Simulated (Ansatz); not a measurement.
Reaction (cleavage of the Si–Sn bond): `[CH3][SnH2][SiH2]Cl` + `N[SiH3]` → `[SiH3]N[SiH2]Cl` + `[CH3][SnH3]`

Computed with Ansatz on PBE0-D4/def2-TZVP structures; ΔE is electronic, products minus reactants. CCSD(T)/CBS is the MP2 limit (def2-TZVPP, def2-QZVPP) plus CCSD(T) − MP2 in def2-TZVPP, frozen cores. This one scheme is used for every species. DFT in def2-TZVPP. Elements past krypton have def2 core potentials. For Sn outer-core shells are correlated without core-valence functions, which leaves a few kJ/mol of doubt a bond. One conformer a species, not always the lowest.

| level | ΔE (eV) |
| --- | --- |
| B2PLYP | -0.53 |
| MP2/def2-TZVPP | -0.56 |
| SCS-MP2/def2-TZVPP | -0.59 |
| HF/def2-QZVPP | -0.67 |

Q: What does CCSD(T)/CBS give? (Best estimate.)

A: Computed: -0.49 eV. The listed levels differ from it by -0.04, -0.07, -0.10, -0.18 eV.

Largest T1 diagnostic among the species: 0.012.

In def2-TZVPP, CCSD(T) changes the Hartree–Fock value by +0.11 eV (the triples alone add +0.01 eV) and MP2 by +0.10 eV. From PBE to PBE0 (25 % exact exchange), in def2-TZVPP and without D4, ΔE moves by −0.06 eV.
